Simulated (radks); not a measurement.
Results of a calculation; reference values are marked as such.
The oxygen anion O-, [He] 2s2 2p5, held by a Watson sphere: a shell of charge +1 at radius R that stands for the Madelung well of a crystal (potential energy -1/R inside, -1/r outside, in hartree with lengths in bohr). Level of theory: non-relativistic Kohn-Sham, LDA (Slater exchange, Perdew-Wang correlation), spin-polarised, spherical densities, point nucleus; open shells are filled with parallel spins first (a radial shooting solver on a logarithmic mesh with Libxc functionals). Response by self-consistent Sternheimer equations with the Hartree and adiabatic LDA kernel. The sphere does not respond.

R (bohr) = 1.75: e(2s down) (eV) -22.402; e(2p up) (eV) -9.332; e(2p down) (eV) -8.075; <r> 2p (bohr) 1.388; sum of <r^2> (bohr^2) 15.79; X-ray form factor at sin(theta)/lambda = 0.3 1/angstrom 4.169; alpha (bohr^3) 8.836
R (bohr) = 2.53: e(2s down) (eV) -20.293; e(2p up) (eV) -7.490; e(2p down) (eV) -6.272; <r> 2p (bohr) 1.486; sum of <r^2> (bohr^2) 17.83; X-ray form factor at sin(theta)/lambda = 0.3 1/angstrom 4.085; alpha (bohr^3) 13.60
R (bohr) = 3.21: e(2s down) (eV) -18.968; e(2p up) (eV) -6.241; e(2p down) (eV) -5.028; <r> 2p (bohr) 1.549; sum of <r^2> (bohr^2) 19.15; X-ray form factor at sin(theta)/lambda = 0.3 1/angstrom 4.071; alpha (bohr^3) 18.68
R (bohr) = 3.25: e(2s down) (eV) -18.902; e(2p up) (eV) -6.178; e(2p down) (eV) -4.964; <r> 2p (bohr) 1.552; sum of <r^2> (bohr^2) 19.21; X-ray form factor at sin(theta)/lambda = 0.3 1/angstrom 4.071; alpha (bohr^3) 19.00
R (bohr) = 3.34: e(2s down) (eV) -18.757; e(2p up) (eV) -6.038; e(2p down) (eV) -4.823; <r> 2p (bohr) 1.559; sum of <r^2> (bohr^2) 19.36; X-ray form factor at sin(theta)/lambda = 0.3 1/angstrom 4.070; alpha (bohr^3) 19.73
R (bohr) = 3.52: e(2s down) (eV) -18.483; e(2p up) (eV) -5.772; e(2p down) (eV) -4.556; <r> 2p (bohr) 1.573; sum of <r^2> (bohr^2) 19.64; X-ray form factor at sin(theta)/lambda = 0.3 1/angstrom 4.069; alpha (bohr^3) 21.23
R (bohr) = 3.89: e(2s down) (eV) -17.977; e(2p up) (eV) -5.280; e(2p down) (eV) -4.060; <r> 2p (bohr) 1.598; sum of <r^2> (bohr^2) 20.17; X-ray form factor at sin(theta)/lambda = 0.3 1/angstrom 4.068; alpha (bohr^3) 24.45
